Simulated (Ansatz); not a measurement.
AlCl2HSe (`[Cl][Al]([Cl])[SeH]`). Total charge 0; spin multiplicity 1.

(1) What are the harmonic wavenumbers in cm⁻¹ at PBE0-D4/def2-TZVP (Ansatz, finite differences of forces, unscaled)? (Estimate.)

(2) Is this a minimum?

(3) Give the ideal-gas thermochemistry at 298.15 K and 1 bar (rigid rotor, harmonic oscillator; point group Cs, symmetry number 1).

(4) And at 400, 500, 600, 800 and 1000 K?

(5) Rotational constants (cm⁻¹)?

## Answers

(1) Computed: 103, 128, 184, 242, 310, 547, 567, 639, 2443.

(2) Yes, all 9 modes are real.

(3) Zero-point energy 30.9 kJ/mol; H(298) − E = 49.8 kJ/mol; entropy 352.3 J/(mol·K), of which translation 173.5, rotation 123.4, vibration 55.5; G(298) − E = -55.3 kJ/mol.

(4) 
```csv
T (K),H − E (kJ/mol),S (J/mol/K),G − E (kJ/mol)
400,58.7,378.1,-92.5
500,68.0,398.7,-131.4
600,77.4,416.0,-172.2
800,97.0,444.1,-258.3
1000,117.0,466.5,-349.4
```

(5) 0.07286, 0.03921, 0.02549.
